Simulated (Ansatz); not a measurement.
Species: PbI (charge 0, doublet). SMILES: [I][Pb]
Geometry from a B3LYP-D3(BJ)/def2-TZVP (Ansatz, a first-principles code) optimisation:
```xyz
2

Pb     0.0000     0.0000    -1.1115
I      0.0000     0.0000     1.7197
```
Charge 0, spin multiplicity 2.

Q: Give the harmonic wavenumbers at B3LYP-D3(BJ)/def2-TZVP (Ansatz, finite differences of forces, unscaled).

A: 159 cm⁻¹. Zero-point energy 0.2 kcal/mol.

Q: From these and the geometry, give the ideal-gas thermochemistry at 298.15 K and 1 atm (rigid rotor, harmonic oscillator).

A: Point group C∞v, rotational symmetry number 1. Rotational constants 0.8011, 0.8011 GHz. S(trans) 43.31, S(rot) 19.78, S(vib) 2.56, S(elec, spin only) 1.38, S 67.0 cal/(mol K). H(298) - H(0) 2.47 kcal/mol; G - E(el) -17.3 kcal/mol.
